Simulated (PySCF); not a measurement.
C2H6BO2, SMILES CO[B]OC, multiplicity 2.

The structure is a stationary point at ωB97X-D3(BJ)/def2-SVP. The isomer is the one that the SMILES or the coordinates give; other isomers of the formula were not compared. One conformer was computed; it need not be the lowest.

Calculation: TDA-PBE/def2-SVPD (PySCF).

Vertical excitations. 

```json
[
 {"state": "root 1", "energy (eV)": "4.22", "λ (nm)": "294", "f": "0.045", "main pairs": "α HOMO→LUMO 97 %"},
 {"state": "root 2", "energy (eV)": "4.49", "λ (nm)": "276", "f": "0.009", "main pairs": "α HOMO→LUMO+1 99 %"},
 {"state": "root 3", "energy (eV)": "4.81", "λ (nm)": "258", "f": "0.000", "main pairs": "β HOMO→LUMO 100 %"},
 {"state": "root 4", "energy (eV)": "4.90", "λ (nm)": "253", "f": "0.012", "main pairs": "α HOMO→LUMO+2 99 %"},
 {"state": "root 5", "energy (eV)": "5.52", "λ (nm)": "225", "f": "0.016", "main pairs": "α HOMO→LUMO+3 87 %, β HOMO−1→LUMO 9 %"},
 {"state": "root 6", "energy (eV)": "5.75", "λ (nm)": "216", "f": "0.008", "main pairs": "α HOMO→LUMO+4 24 %, α HOMO→LUMO+3 6 %, β HOMO−1→LUMO 69 %"},
 {"state": "root 7", "energy (eV)": "5.78", "λ (nm)": "215", "f": "0.033", "main pairs": "α HOMO→LUMO+4 75 %, β HOMO−1→LUMO 20 %"},
 {"state": "root 8", "energy (eV)": "5.96", "λ (nm)": "208", "f": "0.017", "main pairs": "α HOMO→LUMO+6 7 %, β HOMO−2→LUMO 45 %, β HOMO−3→LUMO 43 %"},
 {"state": "root 9", "energy (eV)": "6.00", "λ (nm)": "207", "f": "0.062", "main pairs": "α HOMO→LUMO+5 35 %, β HOMO−3→LUMO 35 %, β HOMO−2→LUMO 26 %"},
 {"state": "root 10", "energy (eV)": "6.07", "λ (nm)": "204", "f": "0.064", "main pairs": "α HOMO→LUMO+5 62 %, β HOMO−2→LUMO 21 %, β HOMO−3→LUMO 11 %"}
]
```
Unrestricted roots are not spin-pure.
